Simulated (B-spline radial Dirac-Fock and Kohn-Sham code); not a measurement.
Z = 31 (gallium), transition energy 40.9 keV. Model: a Dirac-Hartree-Slater potential of the neutral atom with a Latter tail (no hole, which puts coefficients of high multipoles low close above an edge), finite nucleus with surface currents. Program: an atomic code on a B-spline grid. Subshells that would emit electrons below 1 keV are left out.

Question: A pure transition shows α(K) = 5680, L1/L2 = 4.64 and L1/L3 = 0.722. What is its multipolarity?
A. E1
B. M1
C. M2
D. M3
E. E2
F. M4
G. E4
H. E3

Answer: F. For comparison, α(K), L1/L2, L1/L3 are E1 0.827, 12.4, 7.11; E2 15.6, 1.74, 1.07; E3 238, 0.334, 0.214; E4 3510, 0.0897, 0.0585; M1 0.764, 18.0, 46.0; M2 17.4, 10.2, 6.35; M3 319, 6.51, 1.59.

Values without a named source are computed, but for edge energies of neutral atoms, which are taken from tables.
